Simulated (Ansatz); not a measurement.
Reaction (cleavage of the Si–B bond): `OB([SiH3])OCF` + `CBS` → `CBS[SiH3]` + `OBOCF`

Gas-phase electronic energies from Ansatz, PBE0-D4/def2-TZVP geometries. CBS: MP2 limit from def2 TZ/QZ plus the TZ coupled-cluster correction, frozen cores. DFT in def2-TZVPP. B3LYP here is the variant with VWN-RPA as its local correlation; programs differ in this. Each species was taken in one conformer, which may not be the lowest.

```json
{"level": "PBE-D4", "ΔE (kJ/mol)": "-72.4", "difference from CCSD(T)/CBS": "9.7"}
{"level": "r2SCAN-D4", "ΔE (kJ/mol)": "-78.9", "difference from CCSD(T)/CBS": "3.2"}
{"level": "PBE0-D4", "ΔE (kJ/mol)": "-77.9", "difference from CCSD(T)/CBS": "4.2"}
{"level": "B3LYP-D4", "ΔE (kJ/mol)": "-78.3", "difference from CCSD(T)/CBS": "3.8"}
{"level": "ωB97X-V", "ΔE (kJ/mol)": "-77.5", "difference from CCSD(T)/CBS": "4.6"}
{"level": "ωB97M-V", "ΔE (kJ/mol)": "-81.8", "difference from CCSD(T)/CBS": "0.3"}
{"level": "B2PLYP", "ΔE (kJ/mol)": "-81.9", "difference from CCSD(T)/CBS": "0.2"}
{"level": "PBE", "ΔE (kJ/mol)": "-72.1", "difference from CCSD(T)/CBS": "10.0"}
{"level": "r2SCAN", "ΔE (kJ/mol)": "-78.9", "difference from CCSD(T)/CBS": "3.2"}
{"level": "PBE0", "ΔE (kJ/mol)": "-77.7", "difference from CCSD(T)/CBS": "4.4"}
{"level": "B3LYP", "ΔE (kJ/mol)": "-77.7", "difference from CCSD(T)/CBS": "4.4"}
{"level": "HF/def2-TZVPP", "ΔE (kJ/mol)": "-91.0", "difference from CCSD(T)/CBS": "-8.9"}
{"level": "MP2/def2-TZVPP", "ΔE (kJ/mol)": "-89.7", "difference from CCSD(T)/CBS": "-7.6"}
{"level": "SCS-MP2/def2-TZVPP", "ΔE (kJ/mol)": "-87.5", "difference from CCSD(T)/CBS": "-5.4"}
{"level": "CCSD/def2-TZVPP", "ΔE (kJ/mol)": "-79.4", "difference from CCSD(T)/CBS": "2.7"}
{"level": "CCSD(T)/def2-TZVPP", "ΔE (kJ/mol)": "-78.4", "difference from CCSD(T)/CBS": "3.7"}
{"level": "HF/def2-QZVPP", "ΔE (kJ/mol)": "-91.8", "difference from CCSD(T)/CBS": "-9.7"}
{"level": "MP2/def2-QZVPP", "ΔE (kJ/mol)": "-92.0", "difference from CCSD(T)/CBS": "-9.9"}
{"level": "SCS-MP2/def2-QZVPP", "ΔE (kJ/mol)": "-90.0", "difference from CCSD(T)/CBS": "-7.9"}
{"level": "HF/CBS(def2)", "ΔE (kJ/mol)": "-91.9", "difference from CCSD(T)/CBS": "-9.8"}
{"level": "MP2/CBS(def2)", "ΔE (kJ/mol)": "-93.3", "difference from CCSD(T)/CBS": "-11.2"}
{"level": "CCSD/CBS(def2)", "ΔE (kJ/mol)": "-83.1", "difference from CCSD(T)/CBS": "-1.0"}
{"level": "CCSD(T)/CBS", "ΔE (kJ/mol)": "-82.1", "difference from CCSD(T)/CBS": "0"}
```

Largest T1 diagnostic among the species: 0.013.

From PBE to PBE0 (25 % exact exchange), in def2-TZVPP and without D4, ΔE moves by −5.6 kJ/mol.
